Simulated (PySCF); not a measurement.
PP3SSeO nortricyclane, OP4SSe.
Cartesian coordinates in Å at the PBE0-D3(BJ)/def2-SVP level; atoms count from 1:
```xyz
7
OP4SSe angstrom
P      0.4204    1.0026    1.2478
S     -0.1026   -1.0127    1.7122
P     -0.6926   -1.6978   -0.1954
P      0.6456   -0.6237   -1.6464
Se     1.9952    0.6138   -0.3582
P     -1.3300    0.3083   -1.0428
O     -0.8442    1.3076    0.2142
```

Method used: TDDFT wB97X-D/def2-SVPD, vertical, gas phase, core orbitals frozen in the response (PySCF). Relativistic effects, spin–orbit coupling among them, are left out although an element past zinc is present.

Each state is given a Gaussian of 0.4 eV full width at half maximum, with ε(max) = 2.175×10⁸ f / Δν̃ (Δν̃ the width in cm⁻¹). The width is an assumption, not a result. The curve ends short of the highest state used, and states not computed would add to its high-energy end.

E (eV), ε (L mol⁻¹ cm⁻¹) and a bar:
```
     3.12          0 
     3.15          1 
     3.18          1 
     3.21          2 
     3.25          4 
     3.28          6 
     3.31         10 #
     3.34         15 #
     3.37         22 ##
     3.40         31 ##
     3.43         43 ###
     3.46         57 ####
     3.50         80 ######
     3.53         99 #######
     3.56        120 #########
     3.59        141 ##########
     3.62        160 ############
     3.65        177 #############
     3.68        191 ##############
     3.71        200 ##############
     3.75        204 ###############
     3.78        201 ###############
     3.81        194 ##############
     3.84        183 #############
     3.87        169 ############
     3.90        152 ###########
     3.93        135 ##########
     3.97        112 ########
     4.00         95 #######
     4.03         79 ######
     4.06         65 #####
     4.09         53 ####
     4.12         42 ###
     4.15         32 ##
     4.18         25 ##
     4.22         17 #
     4.25         13 #
     4.28         10 #
     4.31          8 #
     4.34          8 #
     4.37          9 #
     4.40         11 #
     4.44         17 #
     4.47         25 ##
     4.50         35 ###
     4.53         49 ####
     4.56         67 #####
     4.59         90 ######
     4.62        118 ########
     4.65        151 ###########
     4.69        200 ##############
     4.72        242 #################
     4.75        285 #####################
     4.78        329 ########################
     4.81        373 ###########################
     4.84        416 ##############################
```

Question: Locate the maxima and give the states behind the curve.

Answer: 331 nm (3.75 eV), ε about 200, made up of S1 (87%) and S2 (13%) (ε in L mol⁻¹ cm⁻¹; maxima over ε = 5, shares over 10%). At its high-energy end, 4.84 eV, the curve is still rising (ε about 420, from S4, S5 and S6). The states used: S1 3.72 eV (f 0.0027); S2 3.95 eV (f 0.0008); S3 4.60 eV (f 0.0001); S4 4.85 eV (f 0.0031); S5 4.93 eV (f 0.0021); S6 5.13 eV (f 0.0036); S7 5.23 eV (f 0.0029); S8 5.24 eV (f 0.0016); S9 5.35 eV (f 0.0065); S10 5.44 eV (f 0.016).

Question: On this curve, what absorbance would a 10⁻³ mol/L sample give at 308 nm over a 1 cm path?

Answer: 308 nm is 4.025 eV, where ε is about 82 L mol⁻¹ cm⁻¹, so A = ε c l ≈ 0.082 (Beer–Lambert, with the gas-phase spectrum and the assumed width).

Question: Coming from long wavelengths, where does ε first pass 100 L mol⁻¹ cm⁻¹?

Answer: At about 351 nm (3.53 eV), 0.19 eV below S1.

Question: What would ε be at 3.75 eV, the highest of these maxima, with half the width (0.2 eV)?

Answer: About 346 L mol⁻¹ cm⁻¹ against 204, a factor of about 1.7; a lone state at its own centre would give exactly 2.

All these states lie below the vertical ionisation energy of 8.97 eV (ΔSCF).

One conformer stands for the species.
